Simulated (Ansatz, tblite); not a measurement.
Cost and result up the ladder for In₅Sb₅H₁₈, a cluster cut from wurtzite InSb (hydrogen-capped) (28 atoms). Charge 0, multiplicity 1. Geometry: PBE-D4/def2-SVP.

```xyz
28

Sb   -1.204   -1.619   -4.106
In   -2.874   -2.012   -1.727
Sb   -1.397   -0.485    0.237
In   -2.809   -0.022    2.720
Sb   -1.085    1.994    3.973
In    1.618   -1.868   -4.735
Sb    2.302   -0.515   -2.226
In    1.367   -1.041    0.445
Sb    2.361    1.290    1.809
In    1.755    2.268    4.506
H    -1.985   -2.493   -5.368
H    -1.622   -0.076   -4.739
H    -4.333   -1.132   -2.078
H    -2.663   -3.694   -1.339
H    -1.282    1.085   -0.467
H    -4.269    0.841    2.334
H    -2.587   -1.435    3.709
H    -1.509    3.502    3.265
H    -1.819    2.352    5.489
H     2.031   -0.779   -6.024
H     2.065   -3.525   -4.472
H     1.775    1.109   -2.425
H     3.972   -0.109   -2.119
H     1.942   -2.541    1.107
H     1.819    2.526    0.743
H     4.023    1.463    1.393
H     2.219    0.966    5.557
H     2.186    3.951    4.537
```

Ansatz on 2 threads of AMD EPYC 7R13 on a shared host and a share (18 GiB) of an NVIDIA H100 80GB HBM3; xTB runs through tblite on one thread. Times are rough, summed over both states, and most runs start from the orbitals of an earlier one. PBE0-D4/def2-TZVP serves as the yardstick here, not as an exact answer. The other state is a doublet.

In the def2 sets In, Sb take a core potential; there is no spin–orbit coupling. The xTB rows come from tblite. Single mean-field runs in def2-TZVP are fitted with def2-universal-jkfit. HOMO above LUMO, or a gap near zero within one spin, warns that the state may not be the lowest or that an electron is smeared out.

Raw xTB energies of ions are shifted by several eV.

```csv
level,functions,vertical IE (eV),difference from PBE0-D4/def2-TZVP (eV),remarks
PBE0-D4/def2-TZVP,608,7.79,0.00,–
PBE-D4/def2-TZVP (with forces),608,7.44,-0.35,gap within one spin near zero (+1 doublet)
GFN2-xTB,108,11.58,3.79,–
LDA (SPW92)/def2-TZVP,608,7.53,-0.26,gap within one spin near zero (+1 doublet)
GFN1-xTB,126,11.03,3.24,–
```

Problem. Estimate how long each takes.

Solution. GFN1-xTB 0.16 s; GFN2-xTB 0.17 s; LDA (SPW92)/def2-TZVP 15 s; PBE-D4/def2-TZVP (with forces) 15 s; PBE0-D4/def2-TZVP 19 s. On shared hardware such times vary by a factor of up to 3.
